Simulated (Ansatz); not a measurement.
Cost and result for the atomization energy of C$_{2}$H$_{3}$AlO$_{2}$, SMILES `C=[C]1[O][Al]1[OH]` (8 atoms, 8 bonds).

Charge 0, multiplicity 1. Geometry: relaxed with PBE0-D4/def2-TZVP. It is one conformer, not always the lowest. Program: Ansatz. All runs use 2 threads of an Arm Neoverse V1 on a shared host. Times are those of one run each, without the atoms' runs, and a repeat can differ threefold. Electronic energies, without spin–orbit coupling; frozen cores. CCSD(T)/CBS adds CCSD(T) − MP2 in def2-TZVPP to the MP2 limit, and its time is that of the two runs behind it. T1 = 0.016. B3LYP takes the VWN-RPA correlation (the form of Gaussian; ORCA's B3LYP/G).

CCSD(T)/CBS is a level of theory with its own doubt, some kJ/mol a heavy atom from the limit and from the frozen cores, so smaller differences don't rank the functionals.

| level | functions | wall time |
| --- | --- | --- |
| LDA (SPW92)/def2-TZVPP | 208 | 1.5 s |
| BLYP-D4/def2-TZVPP | 208 | 2.7 s |
| PBE-D4/def2-TZVPP (with forces) | 208 | 3 s |
| BHLYP-D4/def2-TZVPP | 208 | 3.4 s |
| PBE0-D4/def2-TZVPP | 208 | 3.4 s |
| CCSD(T)/def2-SVP | 89 | 4.1 s |
| B3LYP-D4/def2-TZVPP (with forces) | 208 | 5.5 s |
| B2PLYP/def2-TZVPP | 208 | 6.5 s |
| PBE-QIDH/def2-TZVPP | 208 | 6.5 s |
| B97M-V/def2-TZVPP | 208 | 12 s |
| MP2/def2-QZVPP | 388 | 22 s |
| CCSD(T)/def2-TZVPP | 208 | 99 s |
| CCSD(T)/CBS(def2) | – | 2 min |

What atomization energy does each give, and how far from CCSD(T)/CBS? (An estimate is asked.)

Computed: 
```
                            level  atomization (kJ/mol)  difference from CCSD(T)/CBS  per bond
           LDA (SPW92)/def2-TZVPP                3837.6                        559.8      70.0
               BLYP-D4/def2-TZVPP                3291.7                         13.9       1.7
  PBE-D4/def2-TZVPP (with forces)                3384.1                        106.3      13.3
              BHLYP-D4/def2-TZVPP                3100.3                       -177.5     -22.2
               PBE0-D4/def2-TZVPP                3269.9                         -7.9      -1.0
                 CCSD(T)/def2-SVP                3056.3                       -221.5     -27.7
B3LYP-D4/def2-TZVPP (with forces)                3257.6                        -20.2      -2.5
                B2PLYP/def2-TZVPP                3242.0                        -35.8      -4.5
              PBE-QIDH/def2-TZVPP                3241.9                        -35.9      -4.5
                B97M-V/def2-TZVPP                3283.1                          5.3       0.7
                   MP2/def2-QZVPP                3363.4                         85.6      10.7
               CCSD(T)/def2-TZVPP                3173.6                       -104.2     -13.0
                CCSD(T)/CBS(def2)                3277.8                          0.0       0.0
```

At CCSD(T), def2-SVP lies −221.5 kJ/mol from the extrapolated value and def2-TZVPP −104.2 kJ/mol: correlation converges slowly with the basis, and small sets miss more of it in the bonded molecule than in its fragments. The D4 term adds +22.6 kJ/mol with B3LYP and +11.7 kJ/mol with PBE0; it sums over pairs of atoms, weighted by their polarisabilities, and B3LYP, whose exchange is more repulsive, gets the larger term. From PBE to PBE0 (25 % exact exchange), in def2-TZVPP and without D4, the atomization energy moves by −112.0 kJ/mol: exact exchange takes away binding that semilocal exchange gives to molecules.
